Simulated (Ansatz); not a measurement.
This geometry of CH₄ClO₂SbSi (10 atoms, charge 0, multiplicity 1) is a first-order saddle point.

Method: Ansatz, RKS LDA/def2-SVP.

```xyz
10
Properties=species:S:1:pos:R:3
O -1.363 0.348 -0.318
C -0.272 -0.043 0.069
Si 0.543 0.422 1.718
Cl -0.752 0.271 3.306
Sb 0.811 -1.356 -1.358
O -0.814 -0.757 -2.586
H 1.040 1.838 1.612
H 1.692 -0.537 1.881
H 0.551 0.028 -2.442
H -1.353 -0.264 -1.878
```

Which two structures does it join? (They come from a converged band through this point; their orientation in space is the band's.)

Bonds broken: Sb5–H9, O6–H10. Bonds formed: O1–H10, O6–H9.

First end point:

```xyz
10
Properties=species:S:1:pos:R:3
O -1.513 -0.561 -0.099
C -0.371 -0.230 0.095
Si 0.495 0.395 1.659
Cl -0.708 1.003 3.207
Sb 0.949 -0.464 -1.773
O -0.714 -1.172 -2.562
H 1.361 1.522 1.167
H 1.348 -0.772 2.078
H 0.628 1.256 -1.929
H -1.391 -1.028 -1.840
```

Last end point:

```xyz
10
Properties=species:S:1:pos:R:3
O -1.244 0.458 -0.502
C -0.151 0.030 0.051
Si 0.485 0.443 1.737
Cl -0.731 -0.189 3.283
Sb 1.067 -1.180 -1.094
O -0.485 -0.828 -2.431
H 0.718 1.917 1.927
H 1.787 -0.323 1.768
H -0.170 -0.411 -3.258
H -1.191 0.032 -1.480
```

How far does it lie above each of them?

28.7 kcal/mol above the first and 42.4 kcal/mol above the second. This is the barrier of this one path; another mechanism may lie lower. The orbitals stay closed-shell, which can raise the energy where a bond breaks towards radicals; this wasn't checked here.

Run time: 10 min on 2 threads of Intel(R) Xeon(R) Platinum 8488C (Sapphire Rapids), on a shared host, peak memory 0.19 GiB.
